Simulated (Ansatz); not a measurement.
Zn₉O₉H₂₄. The state is a singlet with charge 0. Geometry r2SCAN-D4/def2-SVP; atoms count from 1.

```
atom    x (Å)    y (Å)    z (Å)
 Zn1   1.0874   3.6937  -0.6933
  O2  -0.7382   1.7595  -2.5959
  O3   1.4096   1.5805  -0.8733
 Zn4   0.4540   1.7560   1.0495
 Zn5  -2.3236   0.8692  -1.5633
  O6  -1.4422   1.4989   0.1801
  O7   1.5174   0.2393   1.6976
 Zn8   1.5450  -0.9913   3.4542
 Zn9  -2.3345   0.5087   1.7037
 O10  -0.7657   1.2484   2.8712
Zn11   0.6832   0.1287  -1.9754
 O12  -1.1598  -0.7863  -1.5458
 O13   1.7257  -1.3021  -0.7511
Zn14   0.8338  -1.6650   0.9583
Zn15  -2.0138  -2.1222  -0.2415
 O16  -1.1686  -1.1340   1.3102
Zn17   1.7743  -2.2120  -2.6947
 O18  -0.2241  -3.2014  -0.3020
 H19  -0.3935   3.6994  -1.4501
 H20   2.3989   4.5147  -0.8633
 H21  -0.4982   2.7015  -2.0679
 H22  -0.8447   1.9925  -3.5315
 H23   2.3692   1.4921  -0.7819
 H24   0.6216   3.3802   1.0848
 H25  -3.7986   1.0631  -1.9477
 H26  -1.6906   2.4406   0.1815
 H27   2.4560   0.3735   1.5020
 H28   2.9384  -1.0089   4.1479
 H29   0.0041  -0.6088   3.9471
 H30  -3.7993   0.4852   2.1682
 H31  -0.9466   1.9193   3.5481
 H32  -0.3241   0.3842   3.4025
 H33   1.1348  -0.5943  -3.3683
 H34  -1.2322  -1.2788  -2.3829
 H35   2.6454  -1.0370  -0.6061
 H36   1.2493  -2.4488   2.3297
 H37  -3.3993  -2.7691  -0.3911
 H38  -1.2703  -1.6321   2.1408
 H39   0.3759  -3.0891  -2.4998
 H40   3.2219  -2.5501  -3.1554
 H41   0.1403  -3.1601  -1.3454
 H42  -0.2184  -4.1379  -0.0496
```

Single mean-field runs in def2-SVP are fitted with def2-universal-jkfit. In the singlet, H19 and H21 lie 1.18 Å apart, H29 and H32 lie 1.18 Å apart, H39 and H41 lie 1.18 Å apart (atoms count from 1), so these atoms are partly bonded to each other.

(1) Estimate the Mulliken populations of the heavy atoms from the PBE0/def2-SVP orbitals of Ansatz.

(2) And the Mayer bond orders between heavy atoms (over 0.3)?

## Answers

(1) 
```tsv
atom	charge (e)	d electrons
Zn1	0.36	9.93
O2	-0.40	–
O3	-0.59	–
Zn4	0.69	9.96
Zn5	0.53	9.94
O6	-0.61	–
O7	-0.59	–
Zn8	0.36	9.93
Zn9	0.53	9.94
O10	-0.40	–
Zn11	0.69	9.96
O12	-0.61	–
O13	-0.59	–
Zn14	0.69	9.96
Zn15	0.53	9.94
O16	-0.61	–
Zn17	0.36	9.93
O18	-0.40	–
```
Mulliken values depend strongly on the basis.

(2) O2–Zn5 0.31 (2.09 Å); O3–Zn11 0.45 (1.96 Å); Zn4–O6 0.33 (2.10 Å); Zn4–O7 0.45 (1.96 Å); Zn5–O6 0.36 (2.05 Å); Zn5–O12 0.38 (2.02 Å); O6–Zn9 0.38 (2.02 Å); Zn9–O10 0.31 (2.09 Å); Zn9–O16 0.36 (2.05 Å); Zn11–O12 0.33 (2.10 Å); O12–Zn15 0.36 (2.05 Å); O13–Zn14 0.45 (1.96 Å); Zn14–O16 0.33 (2.10 Å); Zn15–O16 0.38 (2.02 Å); Zn15–O18 0.31 (2.09 Å).
